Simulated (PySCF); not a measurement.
Continuum solvent and chemical shifts

Geometry (Å), atoms numbered from 1 in this order:
```xyz
26

C     3.3955    0.9518   -0.5376
O     3.6701   -0.2490    0.1285
Si    2.5883   -1.4773    0.3448
O     1.2769   -0.9311    1.1972
C    -0.0813   -1.2072    0.9852
C    -0.9020    0.0710    0.9469
C    -2.4149   -0.2439    0.8658
C    -2.9623    0.6260   -0.2679
C    -1.7841    0.7232   -1.2317
C    -0.5972    0.9378   -0.2942
H     2.7224    1.5986    0.0515
H     4.3405    1.4929   -0.6973
H     2.9294    0.7837   -1.5270
H     2.0774   -1.9896   -0.9690
H     3.3388   -2.5147    1.0953
H    -0.4502   -1.8570    1.7997
H    -0.2323   -1.7643    0.0373
H    -0.6637    0.6278    1.8668
H    -2.9323   -0.0804    1.8226
H    -2.5590   -1.3093    0.6122
H    -3.2110    1.6322    0.1112
H    -3.8766    0.2167   -0.7243
H    -1.8924    1.5160   -1.9875
H    -1.6711   -0.2304   -1.7769
H    -0.5402    2.0002   -0.0075
H     0.3723    0.6863   -0.7504
```

GIAO PBE0/pcSseg-1 in PySCF 2.14 on one PBE0-D3(BJ)/def2-SVP conformer, non-relativistic, equivalent nuclei averaged. Solvents enter as an IEF-PCM continuum (benzene with ε = 2.3, chloroform with ε = 4.7) around the gas-phase geometry. Shifts are referred to TMS computed in the same medium.

Gas phase, δ in ppm: C5 70.4, C1 54.0, C6 41.1, C7/C10 30.4, C8/C9 28.7, Si3 -22.9, H14/H15 4.68, H11/H12/H13 3.72, H16/H17 3.28, H18 2.19, H19/H25 1.58, H21/H23 1.39, H22/H24 1.37, H20/H26 1.08. Dipole moment 2.07 D.

(1) How does each δ change in the continuum?

(2) Which nuclei move most (in ppm), and what does the model miss?

## Answers

(1) 
| atoms | environment | Δδ, benzene | Δδ, chloroform |
| --- | --- | --- | --- |
| C5 | sp3 CH2 bonded to O | +0.3 | +0.5 |
| C1 | methyl carbon bonded to O | +0.6 | +0.9 |
| C6 | sp3 CH in a ring | +0.5 | +0.8 |
| C7/C10 | sp3 CH2 in a ring | +0.1 | +0.3 |
| C8/C9 | sp3 CH2 in a ring | +0.2 | +0.3 |
| Si3 | silicon bonded to 2 O, 2 H | +0.3 | +0.5 |
| H14/H15 | hydrogen on a silicon bonded to 2 O | -0.02 | -0.03 |
| H11/H12/H13 | hydrogen on a methyl carbon bonded to O | +0.05 | +0.08 |
| H16/H17 | hydrogen on an sp3 CH2 bonded to O | +0.03 | +0.06 |
| H18 | hydrogen on an sp3 CH in a ring | -0.02 | -0.05 |
| H19/H25 | hydrogen on an sp3 CH2 in a ring | 0.00 | 0.00 |
| H21/H23 | hydrogen on an sp3 CH2 in a ring | 0.00 | 0.00 |
| H22/H24 | hydrogen on an sp3 CH2 in a ring | 0.00 | +0.01 |
| H20/H26 | hydrogen on an sp3 CH2 in a ring | +0.03 | +0.06 |

Changes are relative to the gas phase. The dipole moment becomes 2.30 D in benzene, 2.46 D in chloroform.

(2) C1 (methyl carbon bonded to O, +0.9 ppm) and C6 (sp3 CH in a ring, +0.8 ppm) in chloroform. A continuum only polarises the solute; specific hydrogen bonds, the anisotropy of aromatic solvents and changes of geometry or conformer are outside it.
